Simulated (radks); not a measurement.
Initial-state core-level shifts of the cobalt ion Co2+ when its valence configuration changes from [Ar] 3d7. All-electron calculation, scalar-relativistic Kohn-Sham, BLYP, spin-polarised, spherical densities, point nucleus; open shells are filled with parallel spins first. Program: a radial shooting solver on a logarithmic mesh with Libxc functionals. Shifts are changes of the shell-averaged eigenvalues in eV (positive: less bound).

valence               1s       2s       2p       3s
3d6 4s1           -7.185   -8.084   -8.005   -6.872
3d6 4p1           -8.557   -9.405   -9.323   -8.243
3d5.5 4s0.5 4p1  -12.537  -13.913  -13.788  -11.921
3d6.5 4s0.5       -3.451   -3.877   -3.839   -3.338
3d5.5 4s1.5      -11.316  -12.705  -12.586  -10.711
3d4.5 4s0.5 4p2  -22.936  -25.530  -25.299  -21.355
3d5 4s2          -15.712  -17.636  -17.475  -14.709
3d5 4p2          -18.059  -19.976  -19.799  -17.027
3d4.5 4s1.5 4p1  -21.873  -24.461  -24.240  -20.297
